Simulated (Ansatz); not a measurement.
Geometry optimisation, Ansatz, RKS PBE0-D4/def2-SVP.

The input (input.yaml):

```yaml
crystal:
  periodic: [false, false, false]
  atoms:
    - { symbol: Sn, position_ang: [-0.5084, 1.729, 0.4217] }
    - { symbol: H, position_ang: [-1.1672, -0.3929, 0.719] }
    - { symbol: H, position_ang: [-0.7589, 2.43, -1.1248] }
    - { symbol: H, position_ang: [-1.9047, 2.3081, 1.3541] }
    - { symbol: H, position_ang: [0.8352, 2.2965, 1.2899] }
    - { symbol: H, position_ang: [0.8907, -0.877, -0.4694] }
    - { symbol: O, position_ang: [1.1643, 0.3593, -0.6175] }
    - { symbol: H, position_ang: [-0.6931, -1.2045, 0.4275] }
    - { symbol: "N", position_ang: [0.235, -1.9956, -0.1296] }
    - { symbol: H, position_ang: [1.3575, 0.468, -1.5453] }
    - { symbol: H, position_ang: [-0.1374, -2.5476, -0.8861] }
    - { symbol: H, position_ang: [0.687, -2.5732, 0.5606] }
basis:
  gaussian: { orbitals: def2-SVP }
hamiltonian:
  xc: pbe0
  dispersion: d4
relax:
  f_tol: 0.15
  max_steps: 25
  restrain:
    - { distance: [0, 6], at: 2.05, k: 30.0 }
    - { distance: [5, 8], at: 1.02, k: 30.0 }
    - { distance: [7, 1], at: 0.62, k: 30.0 }
    - { distance: [0, 1], at: 3.0, k: 30.0 }
    - { distance: [5, 6], at: 2.27, k: 30.0 }
    - { distance: [7, 8], at: 2.32, k: 30.0 }
```

Command:

```bash
$ ansatz run input.yaml --threads 2 --pin off --max-ram 3072MiB --backend cpu --events-out ev --progress --plain --runs-dir out
```

**Question.** Where does it end, and by what steps?

**Answer.** It converged. The restraints hold the end off the free minimum. After 8 steps the energy has fallen by 1.282 eV (the restraints' own energy left out); H4 moved furthest, 0.92 Å. Joined: H2–H8, H6–N9.

| step | energy less start (eV) | largest force component (eV/Å) | accepted |
| --- | --- | --- | --- |
| 0 | 0.0000 | 2.567 | yes |
| 1 | 0.7446 | 3.572 | yes |
| 2 | 0.9982 | 5.674 | yes |
| 3 | 0.2709 | 3.312 | yes |
| 4 | -0.4191 | 2.051 | yes |
| 5 | -0.8438 | 1.418 | yes |
| 6 | -1.1295 | 1.500 | yes |
| 7 | -1.2729 | 1.584 | yes |
| 8 | -1.2824 | 1.729 | yes |

```xyz
12
Properties=species:S:1:pos:R:3
Sn -0.193 2.180 0.251
H -1.315 -0.564 0.757
H -0.611 3.203 -1.064
H -1.586 1.524 0.986
H 0.840 2.928 1.388
H 0.945 -1.553 -0.308
O 0.930 0.699 -0.567
H -0.889 -1.080 0.534
N 0.711 -2.546 -0.312
H 0.802 0.662 -1.522
H -0.177 -2.641 -0.797
H 0.544 -2.813 0.655
```

Time of the run: 22 s on 2 threads of Arm Neoverse V2, with other jobs on the host, peak memory 0.21 GiB.
